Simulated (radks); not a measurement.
Problem. The mean radii <r> (bohr) of the occupied orbitals of an atom or ion are listed with their occupations. Method: scalar-relativistic Kohn-Sham, SCAN, spin-unpolarised, spherical densities, finite nucleus; meta-GGA in the generalised Kohn-Sham scheme; Fermi nuclear charge, rms radius of each element as measured or else 0.836 A^(1/3) + 0.57 fm; computed with a radial shooting solver on a logarithmic mesh with Libxc functionals.

| orbital | occ. | <r> |
|---|---|---|
| 1s | 2 | 0.03429 |
| 2s | 2 | 0.1495 |
| 2p | 6 | 0.1304 |
| 3s | 2 | 0.4143 |
| 3p | 6 | 0.4157 |
| 3d | 10 | 0.3990 |
| 4s | 2 | 1.061 |
| 4p | 6 | 1.174 |
| 4d | 5 | 1.670 |
| 5s | 1 | 3.031 |

Name the element and its charge.

Solution. Z = 43, technetium, charge +1: Tc+ in [Kr] 4d5 5s1. The 1s radius gives Z: for a bare nucleus <r> = (2 gamma + 1)/(2Z) with gamma = sqrt(1 - (Z/c)^2), 0.03371 bohr for Z = 43, and screening makes it slightly larger (0.03429 here). The occupations add up to 42, and the charge is Z minus that.
